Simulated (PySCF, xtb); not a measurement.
C3H7BO2, SMILES C[C@@H]1COB1O.

GFN2-xTB (xtb) at its own geometry gives an orbital gap of 6.28 eV and a dipole moment of 2.99 D.

The structure is a stationary point at B3LYP-D3(BJ)/def2-SVP. The structure was generated by enumeration; whether it is a known compound was not checked. The values are those of a single conformer.

Task: What does PySCF with M06-2X/def2-TZVP give? (The exact figures need the calculation; the answer reports its results.)

Result: gap 10.46 eV (levels -9.37 and 1.09 eV), dipole 3.07 D.
